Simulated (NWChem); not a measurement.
System: BSiH$_{4}$F; SMILES B(F)[SiH3]

Here is an NWChem input.

```
start job
memory heap 200 mb stack 900 mb global 1100 mb
geometry units angstroms noautoz
  B     -0.550273    -0.778950    -0.000035
  F      0.298263    -1.804950    -0.000065
  H     -1.741841    -1.060780     0.000136
  Si     0.116116     1.150763     0.000239
  H     -0.431559     1.858493     1.215734
  H     -0.439049     1.862136    -1.209658
  H      1.615852     1.281616    -0.004030
end
basis spherical
  B library def2-svp
  F library def2-svp
  H library def2-svp
  Si library def2-svp
end
dft
  xc b3lyp
  grid xcoarse
  iterations 150
  mulliken
end
task dft gradient
```

NWChem printed, in part:

```
             Northwest Computational Chemistry Package (NWChem) 7.3.0
             --------------------------------------------------------

 C1  symmetry detected

                             Geometry "geometry" -> ""
                             -------------------------

 Output coordinates in angstroms (scale by  1.889725989 to convert to a.u.)

  No.       Tag          Charge          X              Y              Z
 ---- ---------------- ---------- -------------- -------------- --------------
    1 B                    5.0000    -0.56220861    -0.78031226    -0.00009607
    2 F                    9.0000     0.29372429    -1.80014960    -0.00001095
    3 H                    1.0000    -1.75170752    -1.07075119     0.00010754
    4 Si                  14.0000     0.09020907     1.15416902    -0.00004015
    5 H                    1.0000    -0.46256941     1.85805731     1.21537541
    6 H                    1.0000    -0.47008527     1.86137253    -1.21001698
    7 H                    1.0000     1.58895965     1.29586282    -0.00432495

 Effective nuclear repulsion energy (a.u.)      87.8390111282

                                 NWChem DFT Module
                                 -----------------

 Summary of "ao basis" -> "ao basis" (spherical)
 ------------------------------------------------------------------------------
       Tag                 Description            Shells   Functions and Types
 ---------------- ------------------------------  ------  ---------------------
 B                          def2-svp                 6       14   3s2p1d
 F                          def2-svp                 6       14   3s2p1d
 H                          def2-svp                 3        5   2s1p
 Si                         def2-svp                 8       18   4s3p1d

            General Information
            -------------------
          SCF calculation type: DFT
          Wavefunction type:  closed shell.
          No. of atoms     :     7
          No. of electrons :    32
           Alpha electrons :    16
            Beta electrons :    16
          Charge           :     0
          Spin multiplicity:     1
          Use of symmetry is: off; symmetry adaption is: off
          Maximum number of iterations: 150
          AO basis - number of functions:    66
                     number of shells:    32
          Convergence on energy requested:  1.00D-06
          Convergence on density requested:  1.00D-05
          Convergence on gradient requested:  5.00D-04

              XC Information
              --------------
                         B3LYP Method XC Potential
                     Hartree-Fock (Exact) Exchange  0.200
                        Slater Exchange Functional  0.800 local
                    Becke 1988 Exchange Functional  0.720 non-local
              Lee-Yang-Parr Correlation Functional  0.810
                  VWN I RPA Correlation Functional  0.190 local

             Grid Information
             ----------------
          Grid used for XC integration:  xcoarse
          Radial quadrature: Mura-Knowles
          Angular quadrature: Lebedev.
          Tag              B.-S. Rad. Rad. Pts. Rad. Cut. Ang. Pts.
          ---              ---------- --------- --------- ---------
          B                   0.85       21           8.0       194
          F                   0.50       21          10.0       194
          H                   0.35       21          10.0       194
          Si                  1.10       42           8.0       194
          Grid pruning is: on
          Number of quadrature shells:   168
          Spatial weights used:  Erf1

      Superposition of Atomic Density Guess
      -------------------------------------

 Sum of atomic energies:        -414.53216640

      Non-variational initial energy
      ------------------------------

 Total energy =    -415.269578
 1-e energy   =    -748.196357
 2-e energy   =     245.087768
 HOMO         =      -0.298179
 LUMO         =      -0.018538

     ---------------------------------------------
      Total Density - Mulliken Population Analysis
     ---------------------------------------------

    Atom       Charge   Shell Charges
 -----------   ------   -------------------------------------------------------
    1 B    5     4.47   1.99  0.90  0.25  1.04  0.20  0.09
    2 F    9     9.36   1.99  1.15  0.73  3.50  1.99  0.00
    3 H    1     1.11   0.72  0.37  0.01
    4 Si  14    13.88   2.00  1.99  1.03  0.32  5.94  1.19  1.33  0.09
    5 H    1     1.06   0.68  0.37  0.01
    6 H    1     1.06   0.68  0.37  0.01
    7 H    1     1.07   0.69  0.37  0.01

   convergence    iter        energy       DeltaE   RMS-Dens  Diis-err
 ---------------- ----- ----------------- --------- --------- ---------
 d= 0,ls=0.0,diis     1   -416.3927592688 -5.04D+02  1.64D-02  3.91D-01
 d= 0,ls=0.0,diis     2   -416.3620914419  3.07D-02  8.78D-03  9.41D-01
 d= 0,ls=0.0,diis     3   -416.4473333204 -8.52D-02  1.81D-03  1.62D-02
 d= 0,ls=0.0,diis     4   -416.4485552120 -1.22D-03  6.35D-04  1.26D-03
 d= 0,ls=0.0,diis     5   -416.4487448915 -1.90D-04  1.13D-04  2.89D-05
  Resetting Diis
 d= 0,ls=0.0,diis     6   -416.4487511100 -6.22D-06  1.93D-05  8.16D-07
 d= 0,ls=0.0,diis     7   -416.4487512777 -1.68D-07  5.13D-06  3.09D-08

         Total DFT energy =     -416.448751277669
      One electron energy =     -750.209430231798
           Coulomb energy =      282.833792531136
    Exchange-Corr. energy =      -36.912124705228
 Nuclear repulsion energy =       87.839011128221

 Numeric. integr. density =       31.999025841089

                       DFT Final Molecular Orbital Analysis
                       ------------------------------------

 Vector   14  Occ=2.000000D+00  E=-3.516389D-01
              MO Center= -2.8D-01,  1.6D+00,  4.1D-03, r^2= 2.2D+00
   Bfn.  Coefficient  Atom+Function         Bfn.  Coefficient  Atom+Function
  ----- ------------  ---------------      ----- ------------  ---------------
    52      0.323551  5 H  s                 57     -0.322615  6 H  s
    43      0.293933  4 Si pz                46      0.226163  4 Si pz
    53      0.175680  5 H  s                 58     -0.175152  6 H  s
    40     -0.167923  4 Si pz                20      0.059524  2 F  pz
    48      0.045176  4 Si d -1              50      0.044099  4 Si d  1

 Vector   15  Occ=2.000000D+00  E=-3.494725D-01
              MO Center=  5.7D-01,  1.3D+00, -3.7D-03, r^2= 2.4D+00
   Bfn.  Coefficient  Atom+Function         Bfn.  Coefficient  Atom+Function
  ----- ------------  ---------------      ----- ------------  ---------------
    62      0.365722  7 H  s                 41      0.276117  4 Si px
    44      0.203336  4 Si px                57     -0.199721  6 H  s
    52     -0.198043  5 H  s                 63      0.197918  7 H  s
    38     -0.157501  4 Si px                58     -0.111215  6 H  s
    53     -0.110276  5 H  s                 42     -0.098012  4 Si py

 Vector   16  Occ=2.000000D+00  E=-2.929969D-01
              MO Center= -3.5D-01, -1.5D-01,  2.2D-05, r^2= 2.9D+00
   Bfn.  Coefficient  Atom+Function         Bfn.  Coefficient  Atom+Function
  ----- ------------  ---------------      ----- ------------  ---------------
     5      0.300404  1 B  py                42      0.271789  4 Si py
    30      0.259588  3 H  s                 45      0.257267  4 Si py
    29      0.250407  3 H  s                  4      0.238414  1 B  px
    19     -0.207963  2 F  py                18     -0.192998  2 F  px
    22      0.148374  2 F  py                39     -0.146814  4 Si py

 Vector   17  Occ=0.000000D+00  E=-6.919884D-02
              MO Center= -4.5D-01, -4.7D-01, -1.1D-04, r^2= 2.7D+00
   Bfn.  Coefficient  Atom+Function         Bfn.  Coefficient  Atom+Function
  ----- ------------  ---------------      ----- ------------  ---------------
     6      0.518276  1 B  pz                 9     -0.486337  1 B  pz
    53      0.272754  5 H  s                 58     -0.271633  6 H  s
    46     -0.266192  4 Si pz                20     -0.250117  2 F  pz
    23      0.232772  2 F  pz                52      0.122946  5 H  s
    57     -0.122447  6 H  s                 48      0.110732  4 Si d -1

 Vector   18  Occ=0.000000D+00  E= 2.853567D-02
              MO Center= -3.4D-02,  5.0D-01,  4.8D-04, r^2= 4.3D+00
   Bfn.  Coefficient  Atom+Function         Bfn.  Coefficient  Atom+Function
  ----- ------------  ---------------      ----- ------------  ---------------
    44      1.012835  4 Si px                63     -0.927244  7 H  s
    45     -0.501074  4 Si py                58      0.503460  6 H  s
    53      0.498411  5 H  s                  8     -0.420139  1 B  py
    17     -0.297801  2 F  s                 37      0.255493  4 Si s
    62     -0.184761  7 H  s                 41      0.170113  4 Si px

 Vector   19  Occ=0.000000D+00  E= 6.468642D-02
              MO Center=  2.2D-01,  1.6D+00,  1.3D-03, r^2= 3.5D+00
   Bfn.  Coefficient  Atom+Function         Bfn.  Coefficient  Atom+Function
  ----- ------------  ---------------      ----- ------------  ---------------
    45      1.361612  4 Si py                63     -0.924556  7 H  s
     3      0.708518  1 B  s                 53     -0.694598  5 H  s
    58     -0.687412  6 H  s                 44      0.579845  4 Si px
    36      0.548472  4 Si s                 37      0.400845  4 Si s
     8      0.387077  1 B  py                 2      0.361446  1 B  s

     ---------------------------------------------
      Total Density - Mulliken Population Analysis
     ---------------------------------------------

    Atom       Charge   Shell Charges
 -----------   ------   -------------------------------------------------------
    1 B    5     4.84   1.99  0.86  0.19  1.44  0.25  0.11
    2 F    9     9.09   1.99  1.14  0.72  3.37  1.86  0.01
    3 H    1     1.06   0.74  0.31  0.01
    4 Si  14    13.78   2.00  1.98  1.07  0.23  5.93  1.34  1.12  0.12
    5 H    1     1.08   0.73  0.34  0.01
    6 H    1     1.08   0.73  0.34  0.01
    7 H    1     1.08   0.73  0.33  0.01

     -------------------------------------------
      Total Density - Lowdin Population Analysis
     -------------------------------------------

    Atom       Charge   Shell Charges
 -----------   ------   -------------------------------------------------------
    1 B    5     5.08   1.97  0.59  0.32  1.30  0.64  0.26
    2 F    9     8.95   1.98  0.99  0.70  3.21  2.07  0.01
    3 H    1     1.05   0.65  0.37  0.03
    4 Si  14    13.67   2.00  1.93  0.68  0.35  5.82  1.34  1.35  0.20
    5 H    1     1.08   0.64  0.42  0.02
    6 H    1     1.08   0.64  0.42  0.02
    7 H    1     1.09   0.64  0.42  0.02

     Multipole analysis of the density
     ---------------------------------

     L   x y z        total         alpha         beta         nuclear
     -   - - -        -----         -----         ----         -------
     0   0 0 0     -0.000000    -16.000000    -16.000000     32.000000

     1   1 0 0     -0.149067     -0.074533     -0.074533     -0.000000
     1   0 1 0      0.053106      0.026553      0.026553     -0.000000
     1   0 0 1     -0.000199     -0.000099     -0.000099      0.000000

     2   2 0 0    -20.543101    -25.446803    -25.446803     30.350505
     2   1 1 0      0.290783     -1.805527     -1.805527      3.901837
     2   1 0 1      0.000259      0.000584      0.000584     -0.000909
     2   0 2 0    -22.082469   -119.247380   -119.247380    216.412291
     2   0 1 1      0.000230     -0.000115     -0.000115      0.000459
     2   0 0 2    -19.156758    -14.830160    -14.830160     10.503562

            General Information
            -------------------
          SCF calculation type: DFT
          Wavefunction type:  closed shell.
          No. of atoms     :     7
          No. of electrons :    32
           Alpha electrons :    16
            Beta electrons :    16
          Charge           :     0
          Spin multiplicity:     1
          Use of symmetry is: off; symmetry adaption is: off
          Maximum number of iterations: 150
          AO basis - number of functions:    66
                     number of shells:    32
          Convergence on energy requested:  1.00D-06
          Convergence on density requested:  1.00D-05
          Convergence on gradient requested:  5.00D-04

              XC Information
              --------------
                         B3LYP Method XC Potential
                     Hartree-Fock (Exact) Exchange  0.200
                        Slater Exchange Functional  0.800 local
                    Becke 1988 Exchange Functional  0.720 non-local
              Lee-Yang-Parr Correlation Functional  0.810
                  VWN I RPA Correlation Functional  0.190 local

             Grid Information
             ----------------
          Grid used for XC integration:  xcoarse
          Radial quadrature: Mura-Knowles
          Angular quadrature: Lebedev.
          Tag              B.-S. Rad. Rad. Pts. Rad. Cut. Ang. Pts.
          ---              ---------- --------- --------- ---------
          B                   0.85       21           8.0       194
          F                   0.50       21          10.0       194
          H                   0.35       21          10.0       194
          Si                  1.10       42           8.0       194
          Grid pruning is: on
          Number of quadrature shells:   168
          Spatial weights used:  Erf1

          Convergence Information
          -----------------------
          Convergence aids based upon iterative change in
          total energy or number of iterations.
          Levelshifting, if invoked, occurs when the
          HOMO/LUMO gap drops below (HL_TOL):  1.00D-02
          DIIS, if invoked, will attempt to extrapolate
          using up to (NFOCK): 10 stored Fock matrices.

                    Damping( 0%)  Levelshifting(0.5)       DIIS
                  --------------- ------------------- ---------------
          dE  on:    start            ASAP                start
          dE off:    2 iters        150 iters           150 iters

                            NWChem DFT Gradient Module
                            --------------------------

  charge          =   0.00
  wavefunction    = closed shell

                         DFT ENERGY GRADIENTS

    atom               coordinates                        gradient
                 x          y          z           x          y          z
   1 B      -1.062420  -1.474576  -0.000182    0.003619   0.002809   0.000001
   2 F       0.555058  -3.401789  -0.000021    0.001449  -0.001637   0.000002
   3 H      -3.310247  -2.023426   0.000203   -0.005256  -0.001079  -0.000001
   4 Si      0.170470   2.181063  -0.000076    0.000012  -0.002686  -0.000005
   5 H      -0.874129   3.511219   2.296726   -0.000933   0.001053   0.001504
   6 H      -0.888332   3.517484  -2.286601   -0.000948   0.001061  -0.001498
   7 H       3.002698   2.448826  -0.008173    0.002056   0.000479  -0.000003
```

Level: B3LYP/def2-SVP. All runs use the structure optimised with PBE-D3(BJ)/def2-SVP.
